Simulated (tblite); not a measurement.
Species: C₉H₁₄.
Bonds: C1–C2, C2–C3, C3–C4 (double), C4–C5, C4–C6, C6–C7, C7–C8, C8–C9 (double), C3–C9. Hydrogens: H10, H11, H12 on C1; H13, H14 on C2; H15, H16, H17 on C5; H18, H19 on C6; H20, H21 on C7; H22 on C8; H23 on C9.

A start from a force field or distance geometry was refined with GFN2-xTB geometry optimisation, gas phase in tblite 0.8.0. Values at the start:

```csv
coordinate,start
C1–C2,1.520 Å
C1–H10,1.098 Å
C2–C3,1.499 Å
C2–H13,1.110 Å
C3=C4,1.353 Å
C3–C9,1.458 Å
C4–C5,1.511 Å
C4–C6,1.521 Å
C5–H15,1.085 Å
C6–C7,1.538 Å
C6–H18,1.101 Å
C7–C8,1.503 Å
C7–H20,1.097 Å
C8=C9,1.339 Å
C8–H22,1.086 Å
C9–H23,1.099 Å
C1–C2–C3,113.2°
C2–C3–C9,114.9°
C3–C4–C5,124.6°
C3–C4–C6,122.0°
C4–C6–C7,115.0°
C5–C4–C6,113.4°
C6–C7–C8,114.0°
C7–C8–C9,121.8°
C2–C3–C9–C8,171°
C3–C4–C6–C7,18°
C4–C6–C7–C8,-25°
C6–C7–C8–C9,17°
```

How do these coordinates change at the GFN2-xTB level?

```tsv
coordinate	GFN2-xTB (Å or °)	change
C9–H23	1.081	-0.018
C2–H13	1.092	-0.018
C4–C5	1.496	-0.015
C6–C7	1.525	-0.013
C3=C4	1.340	-0.013
C4–C6	1.511	-0.010
C1–C2	1.530	+0.010
C1–H10	1.088	-0.010
C8=C9	1.330	-0.009
C7–H20	1.091	-0.006
C8–H22	1.080	-0.006
C5–H15	1.091	+0.006
C2–C3	1.505	+0.006
C7–C8	1.498	-0.005
C6–H18	1.097	-0.004
C3–C9	1.459	+0.001
C6–C7–C8	109.9	-4.1
C4–C6–C7	111.7	-3.3
C3–C4–C6	119.3	-2.7
C1–C2–C3	110.6	-2.6
C7–C8–C9	120.1	-1.7
C5–C4–C6	114.8	+1.4
C3–C4–C5	125.8	+1.2
C2–C3–C9	116.1	+1.2
C4–C6–C7–C8	-47	-22
C3–C4–C6–C7	36	+18
C6–C7–C8–C9	32	+15
C2–C3–C9–C8	162	-9
```

The energy falls by 2.7 kcal/mol over 79 L-BFGS steps, the largest force on an atom goes from 1.09 to 0.008 eV/Å, and the atoms move by 0.233 Å rms after alignment. Among the bonds, C2–H13 and C9–H23 change most and about equally (-0.018 Å). Bonds longer at the end by more than 0.005 Å: 5 of 23; shorter: 13. Among the dihedrals that turn most is H18–C6–C7–H21, from -142° to -168°. Rotational constants go from 2288, 1368, 944.6 to 2280, 1422, 994.9 MHz.

Hardware: Arm Neoverse V2, one thread, no GPU, shared host. Cost: 0.5 s of wall time.

Its GFN2-xTB frequencies are all real (lowest 44 cm⁻¹). The numbers are those of one conformer. 2 starts were optimised and ended at 0.00 and 0.26 kcal/mol (GFN2-xTB); the lowest of these is shown.

The numbers are calculated, not measured.
